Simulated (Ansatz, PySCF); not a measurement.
Caution: the highest occupied level lies above zero, so the state may not be bound. This triplet is an excited state, 1.13 eV above the relaxed singlet at the level frozen-core CCSD(T)/aug-cc-pVDZ // PBE0-D3(BJ)/def2-TZVPD (Ansatz, a program for electronic structure).

Cartesian coordinates (Å):
SMILES: [OH][Al-][SiH3]
```xyz
7

O      2.3615     0.4099    -0.5584
Al     1.1877    -0.7974    -0.0036
Si    -1.1306    -0.1739     0.5012
H      2.8904     0.7721     0.1525
H     -1.4314     0.8315     1.5966
H     -1.8679    -1.4053     0.9561
H     -2.0096     0.3629    -0.6116
```
Charge -1, spin multiplicity 3.

Q: What total energy and highest occupied spin orbital does PBE0-D3(BJ)/def2-TZVPD in PySCF give?

A: 
```
Item                                  Value
-----------------------------  ------------
total energy                   -609.3087 Ha
highest occupied spin orbital       0.94 eV
```
